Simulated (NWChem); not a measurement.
# GaN₂H₄Cl; SMILES [NH2][Ga]([NH2])[Cl]

```xyz
8

Ga    -0.0270     0.3247     0.0000
Cl     0.0198    -1.8535     0.0000
N      0.0968     1.1469     1.6325
H     -0.1847     0.5948     2.4350
H     -0.2432     2.0984     1.7182
N      0.0968     1.1469    -1.6325
H     -0.2432     2.0984    -1.7182
H     -0.1847     0.5948    -2.4350
```
Atoms are numbered in this order, from 1.

All runs: NWChem. The geometry was optimised at B3LYP/6-31G* (spherical d). Level B3LYP/def2-SVP: energy and gradient on several grids; changes count from the extra-fine grid, which is no exact limit either.

```csv
grid,size of the energy change (μHa),largest change of a gradient component (μHa/bohr)
xcoarse,3000,2000
coarse,40,500
medium,< 10,< 30
fine,< 10,< 30
xfine,< 10,< 30
```
